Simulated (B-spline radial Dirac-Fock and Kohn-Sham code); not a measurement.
**X-ray form factors of cerium in several charge states**

Level of theory: configuration-average Dirac-Fock orbitals; an atomic code on a B-spline grid.

Configurations: Ce⁵⁵⁺ [He] 2s1; Ce⁵⁶⁺ 1s2; Ce⁵⁷⁺ 1s1. The first column is f₀ of Ce⁵⁵⁺, the others are differences from it.

| s (Å⁻¹) | Ce⁵⁵⁺ | Δ Ce⁵⁶⁺ | Δ Ce⁵⁷⁺ |
| --- | --- | --- | --- |
| 0 | 3.000 | -1.000 | -2.000 |
| 0.1 | 2.999 | -0.999 | -1.999 |
| 0.2 | 2.996 | -0.997 | -1.996 |
| 0.3 | 2.991 | -0.992 | -1.992 |
| 0.4 | 2.985 | -0.987 | -1.986 |
| 0.5 | 2.976 | -0.979 | -1.978 |
| 0.7 | 2.953 | -0.959 | -1.956 |
| 0.9 | 2.924 | -0.934 | -1.929 |
| 1.1 | 2.888 | -0.903 | -1.895 |
| 1.4 | 2.824 | -0.847 | -1.835 |

Values without a named source are computed, but for edge energies of neutral atoms, which are taken from tables.
